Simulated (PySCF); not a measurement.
**Ionisation energy along the 21-electron series**

Calculated with PySCF 2.14 and a two-component X2C-1e Hamiltonian (Gaussian nucleus, no Breit or QED terms), each ion in its own even-tempered basis scaled to its charge; GMP2 freezes [Ne] and drops the highest virtual spinors. Values in eV. NIST values: (m) measured, (s) semi-empirical, (t) theoretical.

| ion | configuration | GHF (spin-free) | GMP2 (spin-free) | GHF (screened spin-orbit) | GMP2 (screened spin-orbit) | NIST |
| --- | --- | --- | --- | --- | --- | --- |
| Xe³³⁺ | [Ar] 3d3 | 2110.0 | 2109.9 | 2112.1 | 2112.6 | 2113 ± 5 (t) |
| Ba³⁵⁺ | [Ar] 3d3 | 2345.9 | 2345.8 | 2349.2 | 2349.8 | 2349 ± 5 (t) |

**Question.** Fill in the row of Cs³⁴⁺.

**Answer.** configuration: [Ar] 3d3; GHF (spin-free): 2226.4; GMP2 (spin-free): 2226.3; GHF (screened spin-orbit): 2229.0; GMP2 (screened spin-orbit): 2229.6; NIST: 2230 ± 5 (t).
